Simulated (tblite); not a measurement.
Compound: C7H15P.
SMILES with atom numbers: `[CH3:1][CH2:2][C@@H:3]1[C@@H:4]([CH3:5])[CH2:6][P:7]1[CH3:8]` (hydrogens: H9, H10, H11 on C1; H12, H13 on C2; H14 on C3; H15 on C4; H16, H17, H18 on C5; H19, H20 on C6; H21, H22, H23 on C8)

Geometry (GFN2-xTB, Å), atoms numbered from 1 in this order:
```xyz
23
C7H15P angstrom
C      2.723    0.583    0.338
C      1.803   -0.454   -0.292
C      0.348   -0.148    0.019
C     -0.710   -1.014   -0.695
C     -1.311   -2.130    0.143
C     -1.674    0.129   -1.057
P     -0.361    1.434   -0.737
C     -1.056    2.247    0.777
H      2.637    0.564    1.423
H      2.445    1.576   -0.013
H      3.760    0.396    0.069
H      1.949   -0.454   -1.375
H      2.055   -1.452    0.078
H      0.194   -0.155    1.103
H     -0.279   -1.443   -1.605
H     -2.079   -2.658   -0.419
H     -1.762   -1.729    1.049
H     -0.542   -2.846    0.430
H     -2.065    0.097   -2.073
H     -2.510    0.209   -0.361
H     -1.482    1.520    1.465
H     -0.260    2.800    1.275
H     -1.826    2.954    0.471
```

Calculated harmonic vibrations of the isolated species, GFN2-xTB (tblite), most abundant isotopes, no scaling. Errors from tens to a few hundred cm⁻¹ against measured bands are possible. One conformer, not necessarily the lowest.

Harmonic wavenumbers (cm⁻¹): 40.8, 82.0, 133.0, 158.6, 183.5, 200.4, 247.5, 262.9, 285.9, 328.6, 403.9, 455.0, 504.1, 683.7, 716.3, 746.7, 788.8, 835.3, 868.5, 871.7, 905.5, 943.3, 982.4, 991.7, 1044.7, 1066.6, 1103.6, 1124.0, 1137.2, 1152.4, 1181.3, 1195.4, 1236.0, 1265.4, 1292.4, 1312.6, 1327.0, 1347.5, 1410.0, 1410.4, 1440.3, 1450.1, 1455.6, 1488.6, 1498.3, 1500.3, 1501.2, 1502.4, 2914.1, 2941.0, 2946.5, 2970.1, 2972.7, 2990.7, 2993.1, 3005.4, 3009.7, 3010.5, 3020.3, 3022.2, 3027.6, 3028.8, 3035.8.

A = 1787, B = 1552, C = 1002 MHz; mass 130.091 u (most abundant isotopes); point group C1, symmetry number 1.

Task: What is the zero-point energy?

Result: ½Σν̃ = 44476 cm⁻¹ = 127.16 kcal/mol.

Task: Give the ideal-gas entropy at 298.15 K and 1 bar in the rigid-rotor, harmonic-oscillator model (classical rotation).

Result: Translation 40.53, rotation 29.14, vibration 30.28: S = 99.9 cal/(mol K).

Task: And Cp and H(298.15 K) − H(0)?

Result: Cp = 40.60 cal/(mol K), of which vibrations give 32.65 (their classical limit is 63 R = 125.2); H(298.15 K) − H(0) = 7.21 kcal/mol without the zero-point energy, 4.84 from vibrations.

Task: What must be added to the electronic energy to get the Gibbs energy at 298.15 K and 1 bar?

Result: ZPE + [H(298.15 K) − H(0)] − T·S = 127.16 + 7.21 − 29.80 = 104.57 kcal/mol.

Task: Blend soft modes into free rotors: weight 1/[1 + (100 cm⁻¹/ν̃)⁴] for the oscillator and the rest for a rotor with moment μB/(μ + B), μ = h/(8π²ν), B = 10⁻⁴⁴ kg m². What vibrational entropy results?

Result: 28.22 cal/(mol K) in place of 30.28, which changes −T·S at 298.15 K by +0.61 kcal/mol.

Hindered rotation and anharmonicity are outside this model. Other conformers, if any are populated, would add a mixing term that is left out. The structure is chiral; the term R ln 2 for an equal mix with its mirror image is left out.
